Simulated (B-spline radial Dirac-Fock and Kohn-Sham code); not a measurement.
**How core holes in In²⁺ decay**

System: In²⁺, configuration [Kr] 4d10 5s1, inside a Watson sphere of charge -2 and radius 1.8 Å (a model of the Madelung potential; inside it an electron's potential energy is raised by 16.0 eV).

The run's input, task.json:

```json
{"items": [{
  "Z": 49,
  "q": 2,
  "cfg": [[1, 0, 2], [2, 0, 2], [2, 1, 6], [3, 0, 2], [3, 1, 6], [3, 2, 10], [4, 0, 2], [4, 1, 6], [4, 2, 10], [5, 0, 1]],
  "A": 115,
  "rrms": 4.6156,
  "watson": [-2, 1.8],
  "do": ["binding", "quiet", "decay"],
  "holes": ["K", "L1", "L2", "L3", "M1", "M2", "M3", "M4", "M5", "N1", "N2", "N3", "N4", "N5"]
}]}
```

Run with: `python xray_run.py task.json out`

Calculated with a radial B-spline solver, using a relativistic independent-particle model: LDA orbitals of the hole state, radiative multipoles to third order, Auger rates from the Coulomb interaction with a continuum orbital, Dirac-Fock energies.

Partial widths are in eV. Coster-Kronig decay leaves a hole in the same principal shell; its rates are the weakest part of the model, often 1.5 to 2.5 times too large and more for N holes. Holes without an open Auger channel, or with an unreliable SCF state, are not listed.

| hole | radiative | Auger | Coster-Kronig | total | fluorescence yield | lifetime (fs) |
| --- | --- | --- | --- | --- | --- | --- |
| 1s | 6.55 | 1.15 | 0 | 7.70 | 0.850 | 0.0855 |
| 2s | 0.0988 | 1.31 | 2.31 | 3.72 | ? | ? |
| 2p1/2 | 0.163 | 1.98 | 0.421 | 2.56 | 0.0636 | 0.257 |
| 2p3/2 | 0.155 | 2.19 | 0 | 2.35 | 0.0662 | 0.280 |
| 3s | 0.00207 | 0.340 | 11.6 | 11.9 | 0.000174 | 0.0552 |
| 3p1/2 | 0.00216 | 0.377 | 3.60 | 3.98 | 0.000542 | 0.166 |
| 3p3/2 | 0.00206 | 0.392 | 4.19 | 4.59 | 0.000449 | 0.143 |
| 3d3/2 | 0.000128 | 0.458 | 0 | 0.458 | 0.000279 | 1.44 |
| 3d5/2 | 0.000112 | 0.466 | 0 | 0.466 | 0.000241 | 1.41 |
| 4p1/2 | 0.000163 | 0 | 19.1 | 19.1 | 8.52e-06 | 0.0344 |
| 4p3/2 | 0.000137 | 3.55e-15 | 23.2 | 23.2 | 5.89e-06 | 0.0283 |

Question: What are the fluorescence yield and the lifetime of the 2s hole?

Answer: The yield is the radiative width over the total, 0.0265, and the lifetime is ħ/Γ = 0.177 fs.
